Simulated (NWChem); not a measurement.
# GaHF$_{2}$; SMILES [F][GaH][F]

Results from NWChem. Geometry: optimised at PBE0/def2-SVP.

Diagonal of the polarisability tensor at CAM-B3LYP/def2-SVPD, static: 27.40, 21.86, 28.86 bohr³.

Problem. Find the mean polarisability volume, the molar refraction, and the refractive index that an ideal gas of it would have at 273.15 K and 1 atm.

Solution. 
1. Mean: one third of the trace = 26.04 bohr³ × 0.14818 Å³/bohr³ = 3.86 Å³.
2. Molar refraction (Lorentz-Lorenz): (4π/3) N_A α = 9.7 cm³/mol.
3. Number density p/kT = 2.687 × 10⁻⁵ Å⁻³; n − 1 = 2π N α = 6.51 × 10⁻⁴.
4. These hold the electronic response alone: vibrational and orientational terms add to the static dielectric constant.
